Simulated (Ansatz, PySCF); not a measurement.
C2H2 (SMILES C#C) and CH5N (SMILES CN) are pulled apart as rigid monomers along the line of their centres of mass, from the B3LYP-D3(BJ)/def2-TZVP minimum. Starting geometry (charge 0, multiplicity 1):
```xyz
11

C      0.256    -0.652     0.036
C     -0.098     0.424     0.422
H      0.568    -1.608    -0.308
H     -0.416     1.377     0.769
C     -0.588     0.454     4.034
N      0.594    -0.364     3.779
H     -0.730     0.563     5.111
H     -1.469    -0.055     3.640
H     -0.562     1.464     3.598
H      1.429     0.089     4.130
H      0.720    -0.497     2.783
```

Interaction energies with rigid monomers; basis-set methods are counterpoise corrected unless marked otherwise.

Frozen-core correlation. Rows in 3-21G, 6-31G* carry no dispersion term and start afresh at each structure (6-31G* with six Cartesian d functions).

Programs: Ansatz (Gaussian orbitals); PySCF for 3-21G rows, 6-31G* rows, the dispersion terms. 

```tsv
C2···H11 (Å)	HF/3-21G (no counterpoise) (meV)	HF/6-31G* (meV)	PBE0-D3(BJ)/def2-TZVPPD (meV)	wB97M-V/def2-TZVPPD (meV)	SCS-MP2/aug-cc-pVDZ (meV)
2.44	___	78.0	-63.6	-50.1	-3.1
2.66	-38.5	9.4	-81.9	-69.8	-40.6
3.01	-48.5	-18.3	-68.8	-58.1	-44.0
3.62	-23.9	-15.0	___	-30.2	-25.1
4.63	-4.9	-5.2	-11.1	-10.0	-8.3
```

### Question
Some entries are withheld; supply them.

### Answer

- 3.62, PBE0-D3(BJ)/def2-TZVPPD (meV): -36.2
- 2.44, HF/3-21G (no counterpoise) (meV): 12.2

Ansatz is a first-principles code.
